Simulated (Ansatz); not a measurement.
Geometry optimisation, RKS revPBE-D4/def2-SVPD (Ansatz 0.2.0).

Input file:

```yaml
crystal:
  periodic: [false, false, false]
  atoms:
    - { symbol: F, position_ang: [-0.2009, -1.4991, 0.254] }
    - { symbol: Ga, position_ang: [-0.5249, -1.1294, 0.0176] }
    - { symbol: As, position_ang: [1.028, 0.7342, 0.3439] }
    - { symbol: H, position_ang: [-0.9586, -0.8967, -0.3044] }
    - { symbol: H, position_ang: [0.8528, 1.1025, -1.1629] }
    - { symbol: H, position_ang: [-0.1544, 1.6244, 0.8056] }
basis:
  gaussian: { orbitals: def2-SVPD }
hamiltonian:
  xc: revpbe
  dispersion: d4
relax:
  f_tol: 0.015
  max_steps: 40
```

Launched with:

```bash
$ ansatz run input.yaml --threads 2 --pin off --max-ram 3072MiB --backend cpu --events-out ev --progress --plain --runs-dir out
```

Task: Where does it end, and by what steps?

Result: The run converged. After 22 steps the energy has fallen by 518.096 eV; H4 moved furthest, 1.20 Å. The start is strongly strained (largest force component 1839 eV/Å).

```
step  energy less start (eV)  largest force component (eV/Å)  accepted
   0                  0.0000                        1838.501       yes
   1               -346.7376                         461.574       yes
   2               -448.9475                         168.687       yes
   3               -481.0315                          95.872       yes
   4               -504.3018                          34.413       yes
   5               -513.1841                          17.117       yes
   6               -514.1044                          15.193       yes
   7               -517.1943                           5.894       yes
   8               -517.6542                           3.999       yes
   9               -517.8062                           1.860       yes
  10               -517.9345                           1.221       yes
  11               -517.9714                           0.671       yes
  12               -518.0281                           0.197       yes
  13               -518.0330                           0.099       yes
  14               -518.0479                           0.060       yes
  15               -518.0677                           0.079       yes
  16               -518.0689                           0.527       yes
  17               -518.0903                           0.068       yes
  18               -518.0918                           0.138       yes
  19               -518.0959                           0.063       yes
  20               -518.0962                           0.026       yes
  21               -518.0964                           0.015       yes
  22               -518.0965                           0.004       yes
```

```xyz
6
Properties=species:S:1:pos:R:3
F 0.480 -2.243 -0.335
Ga -0.549 -0.811 0.079
As 0.794 1.117 0.722
H -2.093 -1.123 0.033
H 1.616 0.936 -0.568
H -0.207 2.059 0.022
```

Time of the run: 38 s on 2 threads of Intel(R) Xeon(R) 6975P-C (Granite Rapids), on a shared host, peak memory 0.2 GiB.
